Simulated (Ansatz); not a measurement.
A structure relaxed at PBE-D4/def2-SVPD in Ansatz, charge -1, doublet:

Cartesian coordinates in Å:
```
Os -1.2310 0.1593 0.5450
B -0.5808 1.9279 0.0365
B 0.5809 -0.4917 1.0395
B -1.4031 -1.1002 -0.9361
B 1.6428 -0.3804 -0.2047
B 0.2087 -1.1135 -0.5792
B 0.7824 0.9987 0.0991
```

Task: Give its formula and point group.

Result: the cluster B6Os⁻ (the lowest doublet isomer of a short search). Point group Cs (tolerance 0.1 Å).

Task: Summarise the bond lengths by kind (pairs closer than 1.2 times the sum of covalent radii, bridged metal pairs left out).

Result: 7 × B–B 1.64 to 1.77 Å; 5 × B–Os 1.95 to 2.23 Å. The metal has 5 neighbours: B 1.95 Å, B 1.99 Å, B 1.95 Å, B 2.23 Å, B 2.23 Å.

In the def2 sets Os takes a core potential; there is no spin–orbit coupling. The structure comes from a short search, and lower isomers may exist.
